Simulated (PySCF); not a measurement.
Species: sum formula H₄BSiO₃ (charge 0, doublet). It need not be the lowest isomer of its formula. 
Geometry from a B3LYP-D3(BJ)/def2-TZVP (Ansatz) optimisation:
```
O
B 1 1.3518
O 2 1.3705 1 119.50
O 2 1.3712 1 121.92 3 -180.00
H 4 0.9627 2 115.56 1 180.00
Si 1 1.6573 2 134.76 3 180.00
H 6 1.4757 1 106.46 2 180.00
H 6 1.4788 7 110.15 1 -119.31
H 6 1.4788 7 110.15 8 -121.38
```
Charge 0, spin multiplicity 2.

Dispersion corrections to the total energy (kcal/mol) from the dftd3 and dftd4 libraries through PySCF: D3(BJ) without and D4 with the three-body term, each with the damping fitted for the functional named.

| functional | D3(BJ) | D4 |
|---|---|---|
| HF | -29.28 | -13.76 |
| BHLYP | -5.04 | ___ |
| PW6B95 | ___ | -3.28 |
| PBE | -3.57 | ___ |
| HSE06 | -2.44 | -2.96 |
| B3LYP | -6.33 | -6.10 |
| LC-wPBE | -3.45 | -4.20 |

Some entries are withheld; supply them.


- BHLYP, D4: -4.53
- PW6B95, D3(BJ): -1.90
- PBE, D4: -3.78
